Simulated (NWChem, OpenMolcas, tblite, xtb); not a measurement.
A ladder of methods for InCl (SMILES [Cl][In])

InCl has 2 atoms, charge 0, and is taken as a singlet. SMILES: `[Cl][In]`. The coordinates come from a PBE0-D4/def2-TZVP relaxation.

```xyz
2

Cl    0.0000    0.0000   -0.0139
In    0.0000    0.0000    2.3996
```

Quantity: the HOMO–LUMO gap, in eV. The values are calculated.

| level | kind | program | value (eV) | CPU time |
| --- | --- | --- | --- | --- |
| GFN1-xTB | semi-empirical | tblite | 7.18 | under 2 s |
| GFN0-xTB | semi-empirical | xtb | 6.79 | under 2 s |
| HF/def2-TZVPPD (core potential) | Hartree–Fock | OpenMolcas | 9.61 | 12 s |
| SVWN5/def2-TZVPPD (core potential) | LDA | OpenMolcas | 3.88 | 18 s |
| revPBE/def2-TZVPPD (core potential) | GGA | OpenMolcas | 3.89 | 22 s |
| r2SCAN/def2-TZVPPD (core potential) | meta-GGA | OpenMolcas | 4.33 | 30 s |
| PBE0/def2-TZVPPD (core potential) | global hybrid | OpenMolcas | 5.48 | 21 s |
| wB97X/def2-TZVPPD (core potential) | range-separated hybrid | NWChem | 9.25 | 92 s |
| B2PLYP/def2-TZVPPD (core potential) | double hybrid | OpenMolcas | 7.06 | 14 s |

The values span 3.88 to 9.61 eV. Orbital gaps aren't excitation energies, and those of double hybrids come from the SCF part alone; they tend to grow with the share of exact exchange. CPU times are rough (shared hosts, several kinds of processor): they show what a rung costs within a factor of a few.
